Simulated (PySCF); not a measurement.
Cost of one run: excited-state job, `[C@@]1(C(=O)F)(C=C)C[C@H]1F`.

Method: TDDFT wB97X-D/def2-SVPD, vertical, gas phase, core orbitals frozen in the response (PySCF 2.14.0, density-fitted response routines). Geometry: GFN2-xTB. Work: 8 singlets by full TDDFT, 3 Tamm–Dancoff triplets, polarisability, density fitting. A driver script takes a list of jobs; this job's settings line and coordinates (Å) are shown.

Command:
```bash
OMP_NUM_THREADS=1 python probes_run.py task.json out
```

Input:
```
{"job": {"kind": "uv", "xc": "wB97X-D", "basis": "def2-SVPD", "nstates": 8, "ntriplets": 3}, "charge": 0, "multiplicity": 1}
C      2.208263    -0.254842    -0.369925
C      1.006834     0.134297    -0.756812
C     -0.232962    -0.098822     0.027606
C     -0.456952    -1.408364     0.669392
O     -1.273438    -1.688573     1.480916
F      0.372778    -2.377518     0.202628
C     -0.850961     1.086343     0.771324
C     -1.530950     0.563328    -0.431480
F     -1.484577     1.287620    -1.573147
H      3.077787    -0.053455    -0.969664
H      2.372931    -0.797573     0.545490
H      0.871387     0.688487    -1.675178
H     -1.295727     0.886895     1.733882
H     -0.326558     2.025229     0.684292
H     -2.462268     0.014938    -0.361238
```

Hardware: one thread, Arm Neoverse V1 (aarch64) (shared host). PySCF's memory limit was set to 1040 MB.

Question: How large is the basis?

Answer: 237 functions for 68 electrons, with 843 fitting functions; the fitted three-index integrals, 843 × 237 × 238/2 numbers of 8 bytes, come to 180 MiB.

Question: How long does the run take?

Answer: About 53 s. The SCF took 14 cycles.

Question: Estimate the peak memory.

Answer: About 1.0 GiB. Peak memory is the resident size of the whole Python process, interpreter and libraries included.

The host was shared with other jobs, so the times are rough.

The run converged: HOMO -9.67 eV, LUMO 0.98 eV; lowest singlet 6.00 eV; lowest triplet 4.39 eV (Tamm–Dancoff); mean polarisability 71.8 au.
